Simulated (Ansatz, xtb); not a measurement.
Relative energy of two isomers of BrFH3Si2

Structure a: `F[SiH][SiH2]Br`, a doublet. Structure b: `F[Si@H]([SiH2])Br`, a doublet. Both are isolated molecules in the gas phase, relaxed with PBE0-D3(BJ)/def2-SVP, each in the lowest conformer that the search found.

a (Å):

```yaml
atoms:
  - { symbol: Br, position_ang: [-0.3353, -0.9869, -1.1043] }
  - { symbol: F, position_ang: [-1.5181, 1.8134, 1.8550] }
  - { symbol: Si, position_ang: [-0.9312, 0.3807, 2.3734] }
  - { symbol: Si, position_ang: [0.6288, -0.4582, 0.8441] }
  - { symbol: H, position_ang: [-2.0948, -0.5392, 2.5861] }
  - { symbol: H, position_ang: [1.6955, 0.5483, 0.5811] }
  - { symbol: H, position_ang: [1.2283, -1.6950, 1.4259] }
```

b (Å):

```xyz
7

Br    0.4067   -0.6055    3.7004
F    -1.8912   -1.2581    1.6782
Si   -0.8265   -0.0578    1.9382
Si    0.6445    0.2391    0.1702
H    -1.6166    1.1544    2.2757
H     1.6555   -0.8511    0.0460
H     0.0151    0.5759   -1.1424
```

Estimate which is lower in electronic energy at CCSD(T)/def2-SVP + ΔMP2/def2-TZVPP, and by roughly how much.

The CCSD(T)/def2-SVP + ΔMP2/def2-TZVPP calculation puts structure b lower, by 5.4 kcal/mol.

How the difference moves with the method:

```csv
level,geometry,E(b) − E(a) (kcal/mol),departure from the last row (kcal/mol),"job, with rough time for the two"
GFN2-xTB,GFN2-xTB,+2.5,+7.8,"optimisation, 0.16 s"
HF/STO-3G,GFN2-xTB,+0.2,+5.6,"single point, 0.44 s"
r2SCAN-D4/def2-SVP,GFN2-xTB,−7.4,−2.0,"single point, 3.1 s"
PBE0-D3(BJ)/def2-SVP,PBE0-D3(BJ)/def2-SVP,−5.5,−0.1,"optimisation, 55 s"
HF/def2-SVP,PBE0-D3(BJ)/def2-SVP,−5.7,−0.3,part of the CCSD(T) run
MP2/def2-SVP,PBE0-D3(BJ)/def2-SVP,−6.6,−1.3,part of the CCSD(T) run
CCSD(T)/def2-SVP,PBE0-D3(BJ)/def2-SVP,−6.4,−1.0,single point
CCSD(T)/def2-SVP + ΔMP2/def2-TZVPP,PBE0-D3(BJ)/def2-SVP,−5.4,,"single point, 32 s"
```

As drawn, both hold the same kinds of bond in the same numbers.

GFN2-xTB puts the two in the other order. HF/STO-3G finds them nearly level. The largest departure from CCSD(T)/def2-SVP + ΔMP2/def2-TZVPP is that of GFN2-xTB, 7.8 kcal/mol. The last row adds to CCSD(T) the change of the MP2 difference between the two basis sets, here +1.0 kcal/mol.

With harmonic frequencies from PBE0-D3(BJ)/def2-SVP (ideal gas, rigid rotor, one conformer each, 298.15 K, 1 atm): on the last row, ΔE + ΔZPE = −5.8 kcal/mol. A mode under 50 cm⁻¹ makes harmonic enthalpies and free energies unreliable, so none is given.

Open shells are spin-unrestricted. The correlated steps freeze 20 core orbitals; the filled d shell of Br is correlated, in a basis made for valence electrons. Programs: Ansatz 0.2.0, xtb 6.7.1; the last row on 2 threads of Intel(R) Xeon(R) 6975P-C (Granite Rapids) on a shared host.
